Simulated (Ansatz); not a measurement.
Species: InBr₂, net charge 0, doublet state. It need not be the lowest isomer of its formula. 
Structure (B3LYP-D3(BJ)/def2-TZVP (Ansatz, a first-principles code) minimum search):
```xyz
3

In     0.6282     0.3100     0.2149
Br    -0.7784     1.4524    -1.5685
Br    -0.1011    -1.8864     1.2676
```
Charge 0, spin multiplicity 2.

Computed values are from Ansatz. Cores are frozen in the correlated levels unless marked. Open shells are spin-unrestricted. No spin-orbit coupling. Frozen are the shells of the preceding noble gas and the d and f shells that filled before the atom's block. Past Kr the def2 sets carry scalar-relativistic core potentials. CBS(X,Y): correlation extrapolated as X^-3; Hartree-Fock from the larger set. The bracket is a focal-point correction in the basis named.

| Property | Value |
|---|---|
| atomisation energy De | 569.8 kJ/mol at RI-MP2/CBS(def2-TZVPPD,def2-QZVPPD)+[CCSD(T)-MP2]/def2-TZVPPD |
| vertical ionisation energy (to the singlet) | 8.64 eV at RI-MP2/CBS(def2-TZVPPD,def2-QZVPPD)+[CCSD(T)-MP2]/def2-TZVPPD |
| total energy | -5334.7397 Eh at RI-MP2/CBS(def2-TZVPPD,def2-QZVPPD)+[CCSD(T)-MP2]/def2-TZVPPD |
| dipole moment | 2.49 D at CCSD(T)/def2-SVPD |
| T1 diagnostic | 0.014 at CCSD/def2-TZVPPD |
